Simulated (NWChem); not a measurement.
System: BH2, doublet; SMILES [BH2]

Parts of the log:

```
             Northwest Computational Chemistry Package (NWChem) 7.3.0
             --------------------------------------------------------

 C2V symmetry detected

                             Geometry "geometry" -> ""
                             -------------------------

 Output coordinates in angstroms (scale by  1.889725989 to convert to a.u.)

  No.       Tag          Charge          X              Y              Z
 ---- ---------------- ---------- -------------- -------------- --------------
    1 B                    5.0000     0.00000000     0.00000000     0.14975571
    2 H                    1.0000     1.07165300     0.00000000    -0.37438929
    3 H                    1.0000    -1.07165300     0.00000000    -0.37438929

 Effective nuclear repulsion energy (a.u.)       4.6827089243

      Symmetry information
      --------------------

 Group name             C2v
 Group number             16
 Group order               4
 No. of unique centers     2

                                 NWChem DFT Module
                                 -----------------

 Summary of "ao basis" -> "ao basis" (spherical)
 ------------------------------------------------------------------------------
       Tag                 Description            Shells   Functions and Types
 ---------------- ------------------------------  ------  ---------------------
 B                          def2-svp                 6       14   3s2p1d
 H                          def2-svp                 3        5   2s1p

      Symmetry analysis of basis
      --------------------------

        a1         11
        a2          2
        b1          7
        b2          4

            General Information
            -------------------
          SCF calculation type: DFT
          Wavefunction type:  spin polarized.
          No. of atoms     :     3
          No. of electrons :     7
           Alpha electrons :     4
            Beta electrons :     3
          Charge           :     0
          Spin multiplicity:     2
          Use of symmetry is: on ; symmetry adaption is: on
          Maximum number of iterations: 150
          AO basis - number of functions:    24
                     number of shells:    12
          Convergence on energy requested:  1.00D-06
          Convergence on density requested:  1.00D-05
          Convergence on gradient requested:  5.00D-04

              XC Information
              --------------
                         B3LYP Method XC Potential
                     Hartree-Fock (Exact) Exchange  0.200
                        Slater Exchange Functional  0.800 local
                    Becke 1988 Exchange Functional  0.720 non-local
              Lee-Yang-Parr Correlation Functional  0.810
                  VWN I RPA Correlation Functional  0.190 local

             Grid Information
             ----------------
          Grid used for XC integration:  medium
          Radial quadrature: Mura-Knowles
          Angular quadrature: Lebedev.
          Tag              B.-S. Rad. Rad. Pts. Rad. Cut. Ang. Pts.
          ---              ---------- --------- --------- ---------
          B                   0.85       49           6.0       434
          H                   0.35       45           8.0       434
          Grid pruning is: on
          Number of quadrature shells:    94
          Spatial weights used:  Erf1

      Superposition of Atomic Density Guess
      -------------------------------------

 Sum of atomic energies:         -25.50255268

      Non-variational initial energy
      ------------------------------

 Total energy =     -25.576962
 1-e energy   =     -42.313373
 2-e energy   =      12.053702
 HOMO         =      -0.092621
 LUMO         =      -0.033879

   Symmetry analysis of molecular orbitals - initial alpha
   -------------------------------------------------------

  Numbering of irreducible representations:

     1 a1          2 a2          3 b1          4 b2

  Orbital symmetries:

     1 a1          2 a1          3 b1          4 a1          5 b2
     6 a1          7 b1          8 a1          9 b1         10 a1
    11 b2         12 a1         13 b1         14 a2

   Symmetry analysis of molecular orbitals - initial beta
   ------------------------------------------------------

  Numbering of irreducible representations:

     1 a1          2 a2          3 b1          4 b2

  Orbital symmetries:

     1 a1          2 a1          3 b1          4 a1          5 b2
     6 a1          7 b1          8 a1          9 b1         10 a1
    11 b2         12 a1         13 b1         14 a2

     ---------------------------------------------
      Total Density - Mulliken Population Analysis
     ---------------------------------------------

    Atom       Charge   Shell Charges
 -----------   ------   -------------------------------------------------------
    1 B    5     4.92   1.99  0.98  0.42  0.96  0.54  0.01
    2 H    1     1.04   0.71  0.32  0.01
    3 H    1     1.04   0.71  0.32  0.01

     --------------------------------------------
      Spin Density - Mulliken Population Analysis
     --------------------------------------------

    Atom       Charge   Shell Charges
 -----------   ------   -------------------------------------------------------
    1 B    5     0.90   0.00  0.07  0.10  0.36  0.37  0.00
    2 H    1     0.05   0.03  0.02  0.00
    3 H    1     0.05   0.03  0.02  0.00

   convergence    iter        energy       DeltaE   RMS-Dens  Diis-err
 ---------------- ----- ----------------- --------- --------- ---------
 d= 0,ls=0.0,diis     1    -25.8928032716 -3.06D+01  1.38D-02  2.14D-02
                                                     6.32D-03  1.47D-02
 d= 0,ls=0.0,diis     2    -25.9114780379 -1.87D-02  3.31D-03  2.92D-03
                                                     3.13D-03  3.18D-03
 d= 0,ls=0.0,diis     3    -25.9142290310 -2.75D-03  1.14D-03  2.75D-04
                                                     3.40D-04  8.57D-05
 d= 0,ls=0.0,diis     4    -25.9144179623 -1.89D-04  1.55D-04  7.74D-07
                                                     1.54D-04  7.29D-06
 d= 0,ls=0.0,diis     5    -25.9144249102 -6.95D-06  6.47D-05  6.47D-07
                                                     3.54D-05  1.83D-07
 d= 0,ls=0.0,diis     6    -25.9144255259 -6.16D-07  7.81D-06  1.19D-08
                                                     9.16D-06  1.92D-08

         Total DFT energy =      -25.914425525936
      One electron energy =      -42.879986277075
           Coulomb energy =       17.007430129158
    Exchange-Corr. energy =       -4.724578302328
 Nuclear repulsion energy =        4.682708924309

 Numeric. integr. density =        7.000000957975

                  Occupations of the irreducible representations
                  ----------------------------------------------

                     irrep           alpha         beta
                     --------     --------     --------
                     a1                3.0          2.0
                     a2                0.0          0.0
                     b1                1.0          1.0
                     b2                0.0          0.0

                    DFT Final Alpha Molecular Orbital Analysis
                    ------------------------------------------

 Vector    2  Occ=1.000000D+00  E=-5.048177D-01  Symmetry=a1
              MO Center= -3.8D-16, -1.0D-16, -1.6D-01, r^2= 1.3D+00
   Bfn.  Coefficient  Atom+Function         Bfn.  Coefficient  Atom+Function
  ----- ------------  ---------------      ----- ------------  ---------------
     2      0.505424  1 B  s                 15      0.253584  2 H  s
    20      0.253584  3 H  s                  1      0.243272  1 B  s
     3      0.175809  1 B  s                  6      0.076351  1 B  pz
    16      0.063988  2 H  s                 21      0.063988  3 H  s

 Vector    3  Occ=1.000000D+00  E=-3.781588D-01  Symmetry=b1
              MO Center=  4.2D-16, -4.3D-19, -1.5D-01, r^2= 1.5D+00
   Bfn.  Coefficient  Atom+Function         Bfn.  Coefficient  Atom+Function
  ----- ------------  ---------------      ----- ------------  ---------------
     4      0.433580  1 B  px                15     -0.321867  2 H  s
    20      0.321867  3 H  s                 16     -0.152132  2 H  s
    21      0.152132  3 H  s                  7     -0.105024  1 B  px

 Vector    4  Occ=1.000000D+00  E=-2.161584D-01  Symmetry=a1
              MO Center= -3.8D-16, -2.0D-16,  5.0D-01, r^2= 1.5D+00
   Bfn.  Coefficient  Atom+Function         Bfn.  Coefficient  Atom+Function
  ----- ------------  ---------------      ----- ------------  ---------------
     6      0.574941  1 B  pz                 9     -0.364637  1 B  pz
     3     -0.317032  1 B  s                  2     -0.269152  1 B  s
    15      0.125617  2 H  s                 20      0.125617  3 H  s
    16      0.110848  2 H  s                 21      0.110848  3 H  s
     1     -0.100912  1 B  s

 Vector    5  Occ=0.000000D+00  E=-8.938639D-02  Symmetry=b2
              MO Center= -1.1D-16,  9.4D-16,  1.5D-01, r^2= 2.0D+00
   Bfn.  Coefficient  Atom+Function         Bfn.  Coefficient  Atom+Function
  ----- ------------  ---------------      ----- ------------  ---------------
     8     -0.570584  1 B  py                 5      0.556373  1 B  py

 Vector    6  Occ=0.000000D+00  E= 1.306136D-01  Symmetry=a1
              MO Center=  3.4D-14, -5.8D-16, -4.2D-01, r^2= 3.6D+00
   Bfn.  Coefficient  Atom+Function         Bfn.  Coefficient  Atom+Function
  ----- ------------  ---------------      ----- ------------  ---------------
     3      2.768839  1 B  s                 16     -1.909684  2 H  s
    21     -1.909684  3 H  s                  9     -1.095041  1 B  pz
     2      0.414327  1 B  s                  6      0.186120  1 B  pz
    15     -0.171372  2 H  s                 20     -0.171372  3 H  s
     1      0.123784  1 B  s                 14     -0.042022  1 B  d  2

[...]
```

Level: B3LYP/def2-SVP, spin-unrestricted. In the optimisation the excess spin sits in a1 (C2v, its own frame). The geometry was optimised at B3LYP/6-31G* (spherical d), spin-unrestricted. No stability test was run on the SCF state.

Task: Write an input that gives this output.

Result: This is not unique; one that fits is the input that was run:
```
start job
memory heap 200 mb stack 900 mb global 1100 mb
geometry units angstroms noautoz
  B      0.000000     0.000000     0.157040
  H      1.071653     0.000000    -0.367105
  H     -1.071653     0.000000    -0.367105
end
basis spherical
  * library def2-svp
end
dft
  odft
  mult 2
  xc b3lyp
  iterations 150
  mulliken
end
task dft energy
```
